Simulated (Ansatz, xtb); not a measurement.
## Ranking isomers of C6H10BF

7 gas-phase structures of C6H10BF, from a drawn sample of its isomers (lower ones may exist). Each was relaxed with GFN2-xTB; where two conformers were screened, the lower at r2SCAN-D4/def2-SVP is listed:

A. `C=C(C)/C=C(\C)BF`, a singlet
B. `FBC[C@@H]1CC12CC2`, a singlet
C. `F[C@@H]1CB[C@H]2C[C@@H]1C2`, a singlet
D. `C=C1CBC[C@H](F)C1`, a singlet
E. `CC=C=CCCBF`, a singlet
F. `C=C[C@@H]1CC[C@@H]1BF`, a singlet
G. `C#CCB(F)CCC`, a singlet

**Question.** Estimate their order in r2SCAN-D4/def2-SVP energy at these geometries, lowest first.

**Answer.** Calculated order at r2SCAN-D4/def2-SVP: A (0.0), G (53.0), F (66.3), E (78.1), B (88.4), D (104.3), C (139.8) kJ/mol.

Energies above the lowest of each column, in kJ/mol; the last columns are at PBE0-D3(BJ)/def2-SVP geometries and were run for some of them only (a dash: not run or not comparable):

```
structure  GFN2-xTB  HF/STO-3G  r2SCAN-D4/def2-SVP  PBE0-D3(BJ)/def2-SVP  CCSD(T)/def2-SVP + ΔMP2/def2-TZVPP
        A       9.6       68.3                 0.0                   0.0                                 0.0
        G      73.8       36.8                53.0                  51.2                                43.9
        F       0.0       15.2                66.3                  49.2                                61.2
        E      58.1      114.3                78.1                  77.0                                   –
        B      18.1       68.3                88.4                     –                                   –
        D      55.5       56.7               104.3                     –                                   –
        C      40.8        0.0               139.8                     –                                   –
```

CCSD(T)/def2-SVP + ΔMP2/def2-TZVPP puts A lowest of those it was run on; GFN2-xTB picks F, HF/STO-3G picks C. Flexible structures stand in one conformer each, not always the lowest. Frequencies (GFN2-xTB) were run for A, F, G alone. ΔMP2 is the change of the MP2 energy from the smaller to the larger basis.

Over these structures GFN2-xTB departs from r2SCAN-D4/def2-SVP by 36.5 kJ/mol on average once a common shift is removed. A GFN2-xTB relaxation took about 0.15 s and the r2SCAN-D4/def2-SVP energy about 2 s on a shared host (Ansatz 0.2.0, xtb 6.7.1).
